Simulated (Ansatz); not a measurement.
```tsv
atom	x (Å)	y (Å)	z (Å)
N	-0.0001	-0.0010	0.4673
F	1.2166	-0.0007	-0.1210
F	-0.6089	1.0552	-0.1208
F	-0.6092	-1.0534	-0.1213
```

Basis set: cc-pVDZ (spherical functions). Correlated methods keep 4 orbitals frozen. Charge 0, multiplicity 1.

Computed with Ansatz (development build ahead of 0.2.0); each method stands on the lowest determinant of its kind that the runs found. Restricted open shells among the atoms or ions are ROHF, correlated in semicanonical orbitals with singles.

The atomization energy at this shape (free ground-state atoms in the same class of orbitals less the molecule, no zero-point energy) of singlet NF₃:

| method | atomization energy |
| --- | --- |
| RHF | 1.41 eV |

Problem. What does RHF-MP2 give?

Solution. 7.61 eV.
